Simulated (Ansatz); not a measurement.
Basis-set extrapolation for CH6OSSi, SMILES `O[SiH2]CS` (PBE0-D4/def2-TZVP geometry, frozen core, Ansatz 0.2.0). Multiplicity 1, RHF reference.

```
                      def2-TZVPP   def2-QZVPP
                 HF  -802.812857  -802.839233
    MP2 correlation    -0.721857    -0.778449
CCSD(T) correlation    -0.798062      not run
```

Energies in hartree. Use E(X) = E(∞) + A·exp(−7.88·√X) for Hartree–Fock and E(X) = E(∞) + B·X^(−2.97) for correlation, with X = 3 and 4, and add CCSD(T) minus MP2 of the smaller set to the MP2 limit.

Question: What is the CCSD(T) energy at the basis-set limit?

Answer: HF limit: -802.839233 + (-0.026376) × 0.13774 = -802.84287. MP2 limit: -0.778449 + (-0.056592) × 0.74074 = -0.82037. Higher-order term: -0.798062 − (-0.721857) = -0.07621. Total: -803.73945 hartree, 337.5 kJ/mol below CCSD(T)/def2-TZVPP.
